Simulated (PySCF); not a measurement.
**Bonding in SiCl3(NHMe)**

Compound: SiCl3(NHMe), CH4Cl3NSi.
Z-matrix (Å and degrees, PBE0-D3(BJ)/def2-SVP geometry), rows numbered from 1:
```
Si
Cl  1  2.0465
Cl  1  2.0528  2  109.46
Cl  1  2.0527  2  109.99  3  -115.38
N   1  1.6899  2  107.44  3   122.49
C   5  1.4448  1  125.60  2   179.04
H   5  1.0131  1  117.92  2    -3.28
H   6  1.1029  5  111.99  1  -121.04
H   6  1.1000  5  109.93  1    -2.27
H   6  1.1032  5  112.22  1   116.80
```

Bond orders from the PBE0/pcSseg-1 density (PySCF). Isolated species at its PBE0-D3(BJ)/def2-SVP geometry, gas phase.

Task: Give the Mayer order of every bond, beside its length.

Result: 
```
   bond  length (Å)  Mayer order
Si1–Cl2       2.047        1.006
Si1–Cl3       2.053        1.016
Si1–Cl4       2.053        1.015
 Si1–N5       1.690        1.128
  N5–C6       1.445        0.938
  N5–H7       1.013        0.919
  C6–H8       1.103        0.965
  C6–H9       1.100        0.960
 C6–H10       1.103        0.965
```

Task: Sum the orders of all bonds at each heavy atom with more than one neighbour.

Result: Si1 4.165, N5 2.985, C6 3.828. Orders between atoms that aren't bonded are not in these sums.

For a closed shell the Mayer order of atoms A and B is Σ (PS)μν (PS)νμ over the basis functions μ on A and ν on B, with P the density and S the overlap matrix.

The run behind these numbers computed NMR shieldings as well. Hardware: Intel Xeon Platinum 8488C, one thread, shared host with 96 logical CPUs at a one-minute load of 35. Cost: 19 s (grids of density and orbitals included), 0.88 GiB resident at most.
